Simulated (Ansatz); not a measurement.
One change: `S[SiH]1CN1` becomes `SC[SiH]1CN1`.

Ansatz, PBE0-D4/def2-TZVP geometries, multiplicity 1. Each molecule was computed in one conformer, which needn't be the lowest.

| property | `S[SiH]1CN1` |
| --- | --- |
| HOMO–LUMO gap (B3LYP/def2-TZVPP) / eV | 6.61 |
| HOMO energy (ωB97M-V/def2-TZVPP) / eV | -9.06 |
| size of the dipole moment (B3LYP/def2-TZVPP) / D | 1.09 |
| LUMO energy (PBE/def2-TZVPP) / eV | -0.69 |
| LUMO energy (B3LYP/def2-TZVPP) / eV | 0.00 |
| HOMO–LUMO gap (PBE/def2-TZVPP) / eV | 4.89 |

Q: What does the change do to each property? (An estimate is asked.)

A: The calculation gave: 
```tsv
property	`SC[SiH]1CN1`	shift
HOMO–LUMO gap (B3LYP/def2-TZVPP) / eV	6.07	-0.54
HOMO energy (ωB97M-V/def2-TZVPP) / eV	-8.75	0.31
size of the dipole moment (B3LYP/def2-TZVPP) / D	1.39	0.30
LUMO energy (PBE/def2-TZVPP) / eV	-0.89	-0.20
LUMO energy (B3LYP/def2-TZVPP) / eV	-0.26	-0.26
HOMO–LUMO gap (PBE/def2-TZVPP) / eV	4.44	-0.45
```

With PBE0 the HOMO rises by 0.29 eV and the LUMO falls by 0.27 eV, so the gap narrows by about 0.56 eV. PBE moves the HOMO by 0.25 eV and ωB97M-V by 0.31 eV. Dipoles are sizes alone; their direction can turn.

B3LYP here is the variant with VWN-RPA as its local correlation; programs differ in this.
